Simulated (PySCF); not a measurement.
# What a mistake does to a calculation on AlClH2NSi cation

Calculated results; nothing here was measured. They come from PySCF 2.14.0, an open-source quantum chemistry program, on an isolated molecule that a program drew, which may never have been made. The molecule is AlClH2NSi cation (charge +1, singlet), drawn as the SMILES string `[AlH]=[N][SiH+]Cl`.

Each row is a Hartree-Fock (HF) and frozen-core CCSD(T) single point in the cc-pV(D+d)Z basis, meant for a local HF minimum. Run 1 is clean. Each other run has one planted mistake out of seven kinds, and not every kind appears here: one electron removed, one electron added, multiplicity raised by two, geometry at a saddle point, minimal basis STO-3G, one bond length entered in bohr, all coordinates scaled. The reference is restricted for singlets and unrestricted otherwise, and also for a bond in bohr. Adding or removing an electron swaps singlet and doublet. Electrons count all cores. HOMO and LUMO are orbital energies over both spins, the gradient is its largest component, and the lowest frequency (negative if imaginary) is given only where the gradient is small. Bond lengths are over the 5 bonds as drawn. T1 is the CCSD diagnostic: over 0.02 (restricted) or 0.045 (unrestricted) a single reference is doubtful.

Geometry of the clean run:
```xyz
6
AlClH2NSi cation, angstrom
Al    1.3263    0.4465    1.1640
N    -0.3015    0.5731    1.4864
Si   -1.8504    0.7638    1.7432
Cl   -2.9173    2.2641    0.9882
H     2.8317    0.3139    0.8766
H    -2.6619   -0.1303    2.5548
```

```
run  electrons  basis functions  <S^2>  HOMO (eV)  LUMO (eV)  gradient (hartree/bohr)  lowest frequency (cm^-1)  mean bond (Å)  longest bond (Å)      T1  HF (hartree)  CCSD(T) (hartree)                          mistake
  1         52               93  0.000     -16.07      -3.63                  2.4e-05                        79         1.6457             1.990  0.0163   -1045.79544        -1046.27004                         no fault
  2         52               93  0.987     -14.41      -4.10                  1.3e-02                         -         1.9998             3.760  0.0206   -1045.66933        -1046.11428  one bond length entered in bohr
  3         52               93  0.000     -16.19      -3.58                  1.2e-02                         -         1.6244             1.964  0.0158   -1045.79400        -1046.26637           all coordinates scaled
  4         52               93  2.022     -10.11      -6.47                  1.3e-01                         -         1.6457             1.990  0.0344   -1045.64130        -1046.09223       multiplicity raised by two
  5         53               93  0.875      -4.72       1.43                  2.1e-02                         -         1.6457             1.990  0.0273   -1045.94684        -1046.44391                                ?
```

**Which mistake was planted in run 5, and what did it cost?**

It counts 53 electrons, one more than the clean run, at the same geometry and basis. So the mistake is: one electron added. Subtracting run 1 and multiplying by 627.51 kcal/mol a hartree, the energy moved by -95.0 kcal/mol in HF and -109.1 kcal/mol in CCSD(T).

